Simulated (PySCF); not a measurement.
Shapes and spin states of VI₂

Method: PySCF, PBE, basis V def2-SVP, I def2-SVP with ECP28 (scalar-relativistic core potentials, no spin–orbit coupling, density fitting).

Relaxations began from a few typed shapes and spin states; open shells are unrestricted. The search is not exhaustive: other isomers or separated fragments can lie lower, and high-lying points may rest on an excited occupation.

(1) Order these stationary points by electronic energy, lowest first, in kJ/mol from the lowest minimum.
A. broken-symmetry Ms = 1/2 (⟨S²⟩ 1.68) D∞h: V–I 2.534 Å (×2); I–V–I 180.0°
B. quartet D∞h: V–I 2.558 Å (×2); I–V–I 180.0°
C. quartet D∞h: V–I 2.555 Å (×2); I–V–I 180.0°

(2) Which of them are minima?

Answers

(1) B (0.0), C (1.4), A (74.0).

(2) By energy in kJ/mol, 0.0: minimum; 1.4: minimum; 74.0: minimum.

Formally V is in oxidation state +2, d3, with 3 unpaired electrons (the high-spin count). The Mulliken spin on V is 3.36. The polar-tensor charge on V, 1.04, is far below the formal one.

For the lowest minimum: open d and f shells are described by one determinant, and the ground state may have another occupation or spin. No spin–orbit coupling is included, which matters more the heavier the element.

The electron or spin density has lower symmetry than the nuclear frame for the broken-symmetry Ms = 1/2 (⟨S²⟩ 1.68) D∞h at 74.0 kJ/mol.
